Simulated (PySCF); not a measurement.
C₂H₇OSi, SMILES [SiH]([O])(C)C (connectivity only; charge and spin as stated), charge -1, multiplicity 1. Atoms are numbered in the order given.

```xyz
11

C      0.1653    -0.8708    -1.5100
Si    -0.3008     0.2320     0.0000
C      0.1653    -0.8708     1.5100
O      0.3103     1.7023     0.0000
H     -0.3244    -1.8598    -1.4557
H      1.2565    -1.0291    -1.5570
H     -0.1420    -0.3884    -2.4524
H     -1.8351     0.1376     0.0000
H      1.2565    -1.0291     1.5570
H     -0.1420    -0.3884     2.4524
H     -0.3244    -1.8598     1.4557
```
Charge -1, spin multiplicity 1.

Coordinates come from a B3LYP-D3(BJ)/def2-SVPD optimisation. The multiplicity is an assumed one; no other spin state was optimised. The isomer is the one that the SMILES or the coordinates give; other isomers of the formula were not compared.

Two levels are set side by side: PBE/pcSseg-1 (PySCF) and PBE0/pcSseg-1 (PySCF). GIAO shifts against H2O (¹⁷O), TMS (²⁹Si), TMS (¹H), TMS (¹³C) at the same level; non-relativistic, no solvent, atoms listed together averaged. Differences are taken from unrounded values.

```tsv
quantity	PBE0	PBE	PBE minus PBE0
δ(¹³C) of C1, C3 (ppm)	9.8	9.6	-0.2
δ(²⁹Si) of Si2 (ppm)	-47.4	-52.4	-5.1
δ(¹⁷O) of O4 (ppm)	134.6	161.6	27.0
δ(¹H) of H8 (ppm)	5.68	6.13	0.44
```

Rough cost on one machine, each run with all the roots and properties that it gave: PBE0 against PBE within a factor of 2.
